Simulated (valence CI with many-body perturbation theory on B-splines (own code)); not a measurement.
## Os⁴⁺: electric-dipole lines

Computed by configuration interaction combined with many-body perturbation theory (CI+MBPT): four valence electrons over a frozen Dirac-Fock core [Xe] 4f14, a basis of 7 s, 7 p, 8 d, 6 f, 4 g, 1 h functions for each j, with the one-electron correlation potential Σ1 (screened to all orders), the two-electron term Σ2, the three-electron term Σ3, Breit, model QED; selected single and double excitations, second order for the rest, scaled by the run's own slope (own B-spline code, finite nucleus).

Set against measurement, 56 paired levels are off by 798 cm⁻¹ on average, the worst by 2333. These come from a selection out of Palmeri et al., Atoms 14, 22 (2026). Levels without a partner in it may be off by more, other configurations by 1,000 to 8,000 cm⁻¹. Among the levels kept, up to 310 cm⁻¹ of a level comes from second order outside the variational space, and about a tenth of that is noise between levels of different J, which matters for small intervals.

Lines 251 to 300 of 586 in falling wavelength, among levels below 28.852 eV, chosen from the strongest by gf and those to the six lowest levels. Wavelengths and rates use the calculated energies, so an error of 800 cm⁻¹ moves a line at 1151 Å by 0.92 % and its rate by three times that or more. Electric multipoles are in the length gauge, E1 and E2 with the static RPA response of the core. Weak lines are less certain than strong ones. Lines between different terms over intervals too small for the method are left out, as are lines whose strength nearly cancels. Where a level lies close to another of its J and parity, the split of strength between their lines is uncertain. The highest levels of a list are the least certain.

Names give the largest LS component (configuration and term), which can be under half, so a name can repeat, a term be missing and a line seem to break the LS rules; names also repeat where a configuration has a term twice. Letters in brackets count levels of one name in rising energy.

| λ vac (Å) | Upper | Lower | A (s⁻¹) | log gf | Branch % |
| --- | --- | --- | --- | --- | --- |
| 1151 | 5d³6p ³D°_1 [g] | 5d³6s ³F_2 [b] | 7.26e+08 | -0.36 | 11.8 |
| 1149 | 5d³6p ⁵D°_4 [b] | 5d³6s ³H_4 | 1.10e+08 | -0.71 | 3.2 |
| 1149 | 5d³6p ³H°_5 [a] | 5d³6s ⁵F_5 | 2.43e+08 | -0.28 | 6.5 |
| 1149 | 5d³6p ³H°_6 [d] | 5d³6s ³H_5 [b] | 2.50e+08 | -0.19 | 6.5 |
| 1149 | 5d³6p ³P°_1 [c] | 5d³6s ³D_2 [b] | 3.77e+08 | -0.65 | 8.1 |
| 1148 | 5d³6p ³F°_2 [e] | 5d³6s ³G_3 | 3.63e+08 | -0.45 | 8.6 |
| 1146 | 5d³6p ³H°_5 [b] | 5d³6s ³H_4 | 2.86e+08 | -0.21 | 7.3 |
| 1146 | 5d³6p ⁵D°_4 [c] | 5d³6s ⁵P_3 | 7.91e+08 | 0.15 | 20.9 |
| 1145 | 5d³6p ¹F°_3 [d] | 5d³6s ³D_3 [b] | 2.78e+08 | -0.42 | 6.1 |
| 1143 | 5d³6p ³P°_1 [a] | 5d³6s ⁵P_1 | 5.20e+08 | -0.52 | 10.3 |
| 1142 | 5d³6p ³P°_1 [c] | 5d³6s ³D_1 [b] | 1.02e+09 | -0.22 | 21.9 |
| 1140 | 5d³6p ³P°_2 [a] | 5d³6s ⁵P_1 | 2.50e+08 | -0.61 | 6.2 |
| 1136 | 5d³6p ¹F°_3 [d] | 5d³6s ³D_2 [b] | 1.81e+08 | -0.61 | 4.0 |
| 1134 | 5d³6p ¹H°_5 [b] | 5d³6s ³F_4 [a] | 1.33e+08 | -0.55 | 2.3 |
| 1134 | 5d³6p ⁵P°_1 | 5d³6s ⁵F_1 | 4.57e+08 | -0.58 | 7.8 |
| 1133 | 5d³6p ⁵D°_3 | 5d³6s ⁵P_2 | 2.27e+08 | -0.51 | 5.0 |
| 1132 | 5d³6p ³F°_4 [a] | 5d³6s ⁵F_5 | 2.42e+08 | -0.38 | 5.4 |
| 1132 | 5d³6p ³F°_4 [d] | 5d³6s ³H_5 [b] | 1.19e+08 | -0.69 | 2.2 |
| 1130 | 5d³6p ¹F°_3 [b] | 5d³6s ³F_4 [b] | 3.89e+08 | -0.28 | 7.3 |
| 1129 | 5d³6p ³D°_3 [g] | 5d³6s ³D_3 [a] | 2.09e+08 | -0.55 | 5.8 |
| 1129 | 5d³6p ³P°_0 [d] | 5d³6s ³D_1 [b] | 1.54e+09 | -0.53 | 37.8 |
| 1128 | 5d³6p ⁵D°_2 [b] | 5d³6s ⁵F_1 | 6.22e+08 | -0.23 | 12.0 |
| 1128 | 5d³6p ³D°_2 [e] | 5d³6s ³D_2 [a] | 4.00e+08 | -0.42 | 7.9 |
| 1126 | 5d³6p ³H°_4 [b] | 5d³6s ⁵F_3 | 2.04e+08 | -0.46 | 4.3 |
| 1122 | 5d³6p ³G°_5 [d] | 5d³6s ³H_6 | 3.56e+08 | -0.13 | 6.6 |
| 1122 | 5d³6p ³G°_3 [b] | 5d³6s ⁵F_3 | 4.01e+08 | -0.28 | 6.8 |
| 1121 | 5d³6p ¹G°_4 [b] | 5d³6s ¹H_5 | 3.19e+08 | -0.27 | 7.1 |
| 1119 | 5d³6p ³D°_3 [g] | 5d³6s ³P_2 | 2.01e+08 | -0.58 | 5.6 |
| 1119 | 5d³6p ¹G°_4 [a] | 5d³6s ⁵P_3 | 2.03e+08 | -0.46 | 5.1 |
| 1113 | 5d³6p ³G°_4 [a] | 5d³6s ⁵F_4 | 6.63e+08 | 0.04 | 12.8 |
| 1112 | 5d³6p ³D°_3 [c] | 5d³6s ³H_4 | 2.33e+08 | -0.52 | 3.9 |
| 1111 | 5d³6p ³H°_6 [d] | 5d³6s ³H_6 | 1.46e+08 | -0.45 | 3.8 |
| 1106 | 5d³6p ⁵S°_2 | 5d³6s ⁵P_3 | 3.68e+08 | -0.47 | 10.6 |
| 1105 | 5d³6p ³D°_2 [h] | 5d³6s ³F_2 [b] | 2.63e+08 | -0.62 | 5.7 |
| 1103 | 5d³6p ³F°_2 [b] | 5d³6s ⁵F_3 | 4.33e+08 | -0.40 | 7.8 |
| 1101 | 5d³6p ⁵F°_3 [c] | 5d³6s ⁵F_2 | 2.13e+08 | -0.57 | 6.1 |
| 1096 | 5d³6p ³G°_5 [b] | 5d³6s ⁵F_5 | 5.20e+08 | 0.01 | 8.3 |
| 1096 | 5d³6p ⁵D°_1 [b] | 5d³6s ⁵F_2 | 4.99e+08 | -0.57 | 11.0 |
| 1094 | 5d³6p ¹H°_5 [b] | 5d³6s ³G_4 | 1.01e+08 | -0.70 | 1.7 |
| 1093 | 5d³6p ³D°_3 [e] | 5d³6s ³F_4 [a] | 1.76e+08 | -0.66 | 3.1 |
| 1088 | 5d³6p ¹F°_3 [c] | 5d³6s ¹G_4 | 2.36e+08 | -0.53 | 4.7 |
| 1087 | 5d³6p ³F°_4 [e] | 5d³6s ³H_5 [b] | 2.35e+08 | -0.43 | 6.4 |
| 1085 | 5d³6p ⁵D°_3 | 5d³6s ⁵F_4 | 3.02e+08 | -0.43 | 6.6 |
| 1081 | 5d³6p ³G°_3 [d] | 5d³6s ³H_4 | 4.69e+08 | -0.24 | 13.1 |
| 1067 | 5d³6p ³D°_3 [d] | 5d³6s ⁵P_3 | 2.66e+08 | -0.50 | 4.9 |
| 1064 | 5d³6p ¹G°_4 [b] | 5d³6s ³H_5 [b] | 2.28e+08 | -0.46 | 5.1 |
| 1038 | 5d³6p ³G°_4 [c] | 5d³6s ³H_5 [a] | 1.94e+08 | -0.55 | 5.4 |
| 809.1 | 5d³6p ³D°_1 [a] | 5d⁴ ³P_0 [a] | 1.19e+08 | -1.45 | 4.1 |
| 802.0 | 5d³6p ¹G°_4 [a] | 5d⁴ ¹G_4 [b] | 2.52e+08 | -0.66 | 6.4 |
| 764.1 | 5d³6p ¹H°_5 [b] | 5d⁴ ¹G_4 [b] | 2.24e+08 | -0.67 | 3.9 |

(1) How does gf follow from A for the line at 1067 Å?

## Answers

(1) gf = 1.4992 × (2J+1)_upper × A / σ², with σ = 93731 cm⁻¹ and 2J+1 = 7: gf = 0.318.
